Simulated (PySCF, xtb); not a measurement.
Cl2GeH4OSi, SMILES O[Si](Cl)(Cl)[GeH3]. One conformer was computed; it need not be the lowest.

Harmonic wavenumbers (cm⁻¹) from GFN2-xTB in xtb at its own minimum, in rising order: 31, 78, 100, 148, 158, 186, 225, 344, 420, 426, 496, 535, 763, 797, 870, 875, 900, 1987, 2069, 2095, 3646.

What does ωB97X-D3(BJ)/def2-SVP in PySCF 2.14.0 give at its own minimum? (The exact figures need the calculation; the answer reports its results.)

88, 101, 111, 189, 195, 206, 314, 380, 486, 493, 575, 610, 803, 821, 899, 900, 947, 2200, 2204, 2204, 3912. Paired by order, the mean absolute difference is 71 cm⁻¹ and the zero-point energies are 24.5 and 26.6 kcal/mol.
